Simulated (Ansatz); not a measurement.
Total energies of the cluster SnTe₂ (the lowest singlet isomer of a short search) from Ansatz at PBE0-D4/def2-TZVP, gas phase (1 Eh = 27.2114 eV = 2625.5 kJ/mol). The reference geometry is relaxed at PBE-D4/def2-SVP.

```xyz
3

Sn    1.522   -0.225   -0.407
Te   -1.175   -0.717   -0.883
Te   -0.347    0.942    1.291
```

```csv
state,geometry,energy (Eh)
charge 0 singlet,reference,-750.48875
charge 1 doublet,reference,-750.21954
charge 1 doublet,relaxed at PBE-D4/def2-SVP,-750.22504
charge 0 triplet,relaxed at PBE-D4/def2-SVP,-750.45307
charge 0 quintet,relaxed at PBE-D4/def2-SVP,-750.37859
free Sn atom (triplet),–,-214.25870
free Te atom (triplet),–,-267.99464
```

In the def2 sets Sn, Te take a core potential; there is no spin–orbit coupling.

(1) Work out the vertical ionisation energy to the doublet.

(2) How much does the charge 1 doublet relax, and what is the adiabatic ionisation energy?

(3) Which of the charge 0 states is lowest, and how far above it are the others?

(4) What is the binding energy per atom against free atoms?

(1) E(charge 1 doublet) − E(charge 0 singlet) = -750.21954 − (-750.48875) = 0.26921 Eh = 7.33 eV. For comparison, −ε of the highest occupied level is 5.60 eV at this level, 1.73 eV less.

(2) Relaxation: -750.21954 − (-750.22504) = 0.00550 Eh = 0.15 eV. Adiabatic ionisation energy: 0.26371 Eh = 7.18 eV, without zero-point energy. 

(3) The singlet. triplet: -750.45307 − (-750.48875) = 0.03568 Eh = 93.7 kJ/mol; quintet: -750.37859 − (-750.48875) = 0.11016 Eh = 289.2 kJ/mol. The quintet differs in its bonds from the reference.

(4) Atoms: 1 × (-214.25870) + 2 × (-267.99464) = -750.24798 Eh. Binding: -750.24798 − (-750.48875) = 0.24077 Eh = 6.55 eV, or 2.18 eV for each of 3 atoms (no zero-point energy, no counterpoise term).

The structure comes from a short search, and lower isomers may exist.
